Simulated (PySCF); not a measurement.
## [Ce(NO2)]2+ at several levels of theory

Computed with PySCF 2.14.0 (density fitting, no spin-orbit coupling) at the geometry relaxed with PBE:

```xyz
4
[Ce(NO2)]2+ (singlet in the valence; each metal's 4f electrons, 1 of them, lie in its core potential, out of spins and levels)
Ce    0.0000    0.0000   -0.4447
O     1.0553    0.0000    1.6150
O    -1.0553    0.0000    1.6150
N     0.0000    0.0000    2.3537
```

```tsv
level	basis	state	HOMO (eV)	gap (eV)	charge on Ce1 (e)	population of f-type functions on Ce1 (polarisation alone where 4f lies in the core)	dipole about the centre of mass (D)	largest force component (eV/Å)
PBE	Ce lcecp-1-SVP with ECP47, O def2-SVP, N def2-SVP	singlet	-17.38	2.04	2.03	0.04	6.75	0.01
TPSS	the same	singlet	-17.44	2.30	2.08	0.04	7.02	0.18
B3LYP	the same	singlet	-18.57	3.98	2.11	0.04	7.37	0.78
TPSSh	the same	singlet	-18.01	3.26	2.12	0.04	7.30	0.58
PBE	Ce lcecp-1-TZVP with ECP47, O def2-TZVP, N def2-TZVP	singlet	-17.31	2.21	2.11	0.06	6.56	0.79
PBE0	Ce def2-SVP with ECP28, O def2-SVP, N def2-SVP	doublet	-18.94	3.19	2.11	1.20	7.07	1.91
```

In the lcecp rows the 4f levels are missing from HOMO and gap, and the state counts the valence alone.

HOMO and gap are taken over both spins. Charges are Mulliken's, which hang on the basis. The relaxation used the grid (50, 194), these runs (75, 302) or, all-electron (x2c bases, spin-free X2C Hamiltonian), (99, 590).

What does revPBE with Ce lcecp-1-SVP with ECP47, O def2-SVP, N def2-SVP give here?

state singlet, HOMO (eV) -17.32, gap (eV) 2.09, charge on Ce1 (e) 2.04, population of f-type functions on Ce1 (polarisation alone where 4f lies in the core) 0.04, dipole about the centre of mass (D) 6.75, largest force component (eV/Å) 0.28. Time: 2.8 s on 2 threads of Arm Neoverse V1, on a shared host, from an already converged density.

In the first row's basis the gap widens with exact exchange: 2.0 to 2.3 eV for PBE, revPBE, TPSS (none); 3.3 to 4.0 eV for TPSSh, B3LYP (a fixed share).

An lcecp potential fixes the number of 4f electrons, so in runs with it no electron can move into or out of that shell.

Rows with open f shells in the valence may stand above their lowest state, and their gaps can end on f levels.
